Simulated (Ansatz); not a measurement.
Ge (SMILES [Ge+]), charge +1, doublet; CAM-B3LYP/cc-pVTZ (Ansatz, a program for electronic structure).

Ansatz was given this input:
Ansatz 0.2 input:
```yaml
crystal:
  periodic: [false, false, false]
  atoms:
    - {symbol: Ge, position_ang: [0.00000000, 0.00000000, 0.00000000]}
basis:
  gaussian:
    orbitals: cc-pVTZ
hamiltonian:
  xc: cam_b3lyp
total_charge: 1
magnetization: {spin_polarized: true, initial_magnetization: 1}
```

What the program printed (banner, timings and long lists left out):

```
Functional definition: CAM-B3LYP
283 factors; integrals over basis functions are off by at most 1.4e-4 eV
83 factors; integrals over basis functions are off by at most 3.6e-5 eV
mean field evaluation 1: about -56512.2095 eV, gradient 3.2e0 eV
mean field evaluation 2: about -56512.2609 eV, gradient 2.0e0 eV
mean field evaluation 4: about -56512.2686 eV, gradient 5.0e-2 eV
mean field evaluation 8: about -56512.2677 eV, gradient 1.6e-4 eV
mean field -56512.26769814 eV, -2076.7875325158 hartree, gradient 1.9e-5 eV, S^2 0.752699; 0 other end points of the search recorded, 0 dependent functions left out
reference -56512.26777413 eV, -2076.7875353082 hartree; 16, 15 occupied and 27, 28 virtual orbitals, 283 factors
Total energy: -56512.26777413 eV, -2076.7875353082 hartree
```
